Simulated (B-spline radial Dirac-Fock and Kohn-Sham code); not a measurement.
Core-level shifts of dysprosium with charge state

The computed values come from a radial finite-basis atomic code: ΔSCF Dirac-Fock with Breit, self-energy and vacuum polarisation, finite nucleus, configuration average. Each ion is free and in its tabulated ground configuration. Electron correlation is not included.

Reference: Dy²³⁺, [Kr] 4d7, with L1 (2s) 9773.9 eV, L2 (2p1/2) 9301.5 eV, M1 (3s) 2764.1 eV, M2 (3p1/2) 2560.0 eV, N1 (4s) 1064.9 eV. Shifts from it, in eV (a dash: the subshell is empty, belongs to an open shell averaged over j, or its hole state is left out as unreliable):

```tsv
ion	configuration	L1 (2s)	L2 (2p1/2)	M1 (3s)	M2 (3p1/2)	N1 (4s)
Dy²⁴⁺	[Kr] 4d6	+56.0	+56.2	+51.7	+51.9	+42.2
Dy²⁵⁺	[Kr] 4d5	+113.1	+113.6	+104.3	+104.8	+85.0
Dy²⁶⁺	[Kr] 4d4	+171.4	+172.2	+157.8	+158.6	+128.4
Dy²⁷⁺	[Kr] 4d3	+230.9	+231.9	+212.2	+213.3	+172.4
Dy²⁸⁺	[Kr] 4d2	+291.5	+292.8	+267.5	+269.0	+216.9
Dy²⁹⁺	[Kr] 4d1	+353.2	+354.9	+323.7	+325.5	+262.0
Dy³⁰⁺	[Ar] 3d10 4s2 4p6	+416.1	+418.2	+380.8	+383.0	+307.7
Dy³¹⁺	[Ar] 3d10 4s2 4p5	+480.0	+482.7	+438.3	+440.5	+350.9
Dy³²⁺	[Ar] 3d10 4s2 4p4	?	?	?	?	?
```

Q: Give the missing shifts for Dy³²⁺.

A: L1 (2s) +544.7, L2 (2p1/2) +548.1, M1 (3s) +496.5, M2 (3p1/2) +498.8, N1 (4s) +394.5 (eV).
